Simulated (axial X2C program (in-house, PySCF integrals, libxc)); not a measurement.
Worked dissociation energy of CsCr⁻: BP86, spin-free

Computed with an axial X2C code built on PySCF integrals. Spin-free means the one-electron spin-free X2C Hamiltonian. Basis: Cs dyall-av2z [13s14p7d], Cr dyall-av2z [8s9p6d2f] (cores contracted in-house); Gaussian nuclei, density fitting, unrestricted open shells. Masses: Cs 132.905 u, Cr 51.941 u.

Molecular state: M_S = 3, Λ = 0 (beyond evenly filled blocks: 2 × σα, π+α, π-α, δ+α, δ-α).

```
E(Cs) (2M_S = 1, M_L = 0)  : -7787.047203 hartree
E(Cr-) (2M_S = 5, M_L = 0) : -1050.976807 hartree
E(CsCr⁻) at Re             : -8838.051579 hartree
ωe                         : 61.1 cm⁻¹
ωexe                       : 0.261 cm⁻¹
```

Question: Work out De and D0.

Answer: De = -7787.047203 + (-1050.976807) − (-8838.051579) = 0.02757 hartree = 0.750 eV. The zero-point energy is ωe/2 − ωexe/4 = 30 cm⁻¹ = 0.004 eV, so D0 = 0.746 eV.

The state is a single determinant with fixed occupations, the lowest that a limited PBE0 search found. De is counted from the lowest determinant-based energies of the atoms at the same level, without counterpoise correction. Other states lie close and PBE0, whose exact exchange favours high spin, may order them wrongly; the determinant shown need not be the ground state. The nearest other spin-free determinant of the search, M_S = 2, Λ = 0, lies 0.09 eV up at the distance of the search. The highest occupied level of some functionals is positive through self-interaction error; at Hartree–Fock it is bound.

Each atomic determinant is the lowest at this level and need not be a pure term. Totals compare only within one Hamiltonian and basis.
